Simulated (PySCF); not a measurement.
CH2N, SMILES C=[N], multiplicity 2. Atoms are numbered in the order given.

```xyz
4

C      0.0000     0.0000    -0.5009
N      0.0000     0.0000     0.7359
H      0.0000     0.9378    -1.0730
H      0.0000    -0.9378    -1.0730
```
Charge 0, spin multiplicity 2.

Geometry: PBE0-D3(BJ)/def2-TZVPD. The isomer is the one that the SMILES or the coordinates give; other isomers of the formula were not compared.

Computed with r2SCAN/def2-TZVPD run with PySCF.

Mulliken values depend strongly on the basis, most of all with diffuse functions as here. Atomic charges (e):

| atom | meta-Löwdin | Mulliken | Mulliken spin |
|---|---|---|---|
| C1 | ? | -0.21 | -0.20 |
| N2 | ? | -0.27 | 0.99 |
| H3 | ? | 0.24 | 0.11 |
| H4 | ? | 0.24 | 0.11 |

Problem. Fill in the missing entries. (An estimate is asked for; the answer gives what the named calculation found.)

Solution. 
- C1, meta-Löwdin: -0.11
- N2, meta-Löwdin: -0.17
- H3, meta-Löwdin: 0.14
- H4, meta-Löwdin: 0.14
